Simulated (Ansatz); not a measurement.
Ideal-gas functions of CH5BClN (`CNBCl`) at 800 K and 1 bar, from an Ansatz frequency run at PBE0-D4/def2-TZVP.

Molar mass 77.32 g/mol, point group Cs (symmetry number 1), electronic degeneracy 1, moments of inertia 12.899, 212.413, 222.144 u Å². Harmonic wavenumbers (cm⁻¹, unscaled): 166, 195, 240, 398, 683, 809, 865, 1005, 1094, 1149, 1172, 1312, 1454, 1486, 1492, 1567, 2658, 3040, 3096, 3149, 3614.

Use S(trans) = R[1.5 ln M + 2.5 ln T − 1.1517]; rotational temperatures θ = 24.2544 K / I; S(rot) = R[ln(√π/σ · √(T³/θAθBθC)) + 1.5]; for each mode x = 1.438777 ν̃/T, S = R[x/(eˣ − 1) − ln(1 − e⁻ˣ)] and H = RT x/(eˣ − 1); 1 cm⁻¹ = 0.0119627 kJ/mol; R = 8.31446 J/(mol·K).

By hand: the entropy, in J/(mol·K).

Translation 183.6. Rotation: θ = 1.8803, 0.1142, 0.1092 K, giving 116.2. Vibration, mode by mode: 18.40, 17.07, 15.36, 11.27, 7.11, 5.89, 5.43, 4.44, 3.91, 3.62, 3.50, 2.87, 2.35, 2.24, 2.22, 2.00, 0.41, 0.23, 0.21, 0.19, 0.09, in all 108.8. Electronic 0.0. Sum 408.6 J/(mol·K).

By hand: H − E and G − E in kJ/mol, counted from the electronic energy.

Zero-point energy ½ × 30644 × 0.0119627 = 183.3; thermal vibration 46.2; translation, rotation and pV give 4 RT = 26.6. H − E = 256.1 kJ/mol, and G − E = 256.1 − 800 × 408.6/1000 = -70.8 kJ/mol.

Vibration gives 27 % of the entropy. The sum counts one conformer and one mirror image; others add a mixing term.
